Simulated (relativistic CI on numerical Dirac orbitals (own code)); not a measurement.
Sensitivity of the levels of K2+ to α and to the nuclear radius

Computed by Dirac-Coulomb-Breit CI, orbitals from a KLI potential per configuration, valence Slater integrals scaled by 0.85, P86 correlation energy added to each configuration, derivatives by finite differences, QED left out (own radial code, finite nucleus).

CI space (outside the closed core [Ne]): 3s2.3p5, 3s.3p6, 3s2.3p4.3d, 3s.3p5.3d, 3s2.3p4.4s, 3s2.3p4.4p, 3s2.3p4.4d. Double excitations out of closed p, d and f shells are left out; levels of such configurations are missing from the list, as are those of other unlisted configurations, and high levels can miss mixing partners.

With x = (α/α₀)² − 1 an excitation energy changes as ω = ω₀ + qx; K = 2q/ω₀ is the relative enhancement. Terms are leading LS components, so labels can repeat. The field-shift factor is F = δν/δ⟨r²⟩ for the transition from the lowest level.

Lowest level 3s2.3p5 2P°_3/2.

```csv
Level,ω₀ (cm⁻¹),q (cm⁻¹),K,F (GHz/fm²)
3s2.3p5 2P°_1/2,2151.6,2171,2.02,0.00234
3s.3p6 2S_1/2,137973.1,2862,0.0415,-1.32
3s2.3p4.3d 4D_7/2,172958.7,941.1,0.0109,0.34
3s2.3p4.3d 4D_5/2,173170.4,1107,0.0128,0.34
3s2.3p4.3d 4D_3/2,173390.1,1349,0.0156,0.34
3s2.3p4.3d 4D_1/2,173552.8,1555,0.0179,0.34
3s2.3p4.3d 4F_9/2,185842.6,357.6,0.00385,0.364
3s2.3p4.3d 4F_7/2,186633.9,1213,0.013,0.365
3s2.3p4.3d 4F_5/2,187204.8,1796,0.0192,0.365
3s2.3p4.3d 4F_3/2,187583.6,2152,0.0229,0.365
3s2.3p4.3d 2P_1/2,190147.5,304.8,0.00321,0.367
3s2.3p4.3d 2P_3/2,191512.3,1556,0.0162,0.368
3s2.3p4.3d 4P_1/2,193337.5,617.9,0.00639,0.381
3s2.3p4.3d 4P_3/2,193789.4,1150,0.0119,0.382
3s2.3p4.3d 4P_5/2,194332.3,1583,0.0163,0.384
3s2.3p4.3d 2D_3/2,195720.4,584.1,0.00597,0.377
3s2.3p4.3d 2D_5/2,196895.2,1697,0.0172,0.378
3s2.3p4.3d 2F_7/2,197512.5,185.5,0.00188,0.386
3s2.3p4.3d 2F_5/2,199296.7,2130,0.0214,0.388
3s2.3p4.3d 2G_9/2,200194.7,1425,0.0142,0.379
3s2.3p4.3d 2G_7/2,200346.5,1674,0.0167,0.379
3s2.3p4.4s 4P_5/2,213289.3,-831.9,-0.0078,1.03
3s2.3p4.4s 4P_3/2,214576.2,399.6,0.00372,1.04
```

For a near-neutral ion this model can misplace configurations by up to about 10,000 cm⁻¹ (more where the count of f electrons changes) and terms by 10 to 25 % of their spread. Rates follow the energies as ν³ (E1, M1) or ν⁵ (E2), so they and the lifetimes can be off by large factors. The fine structure of a lone outer electron comes out too small, for d and f at times inverted, and misplaced configurations move strength between like terms.
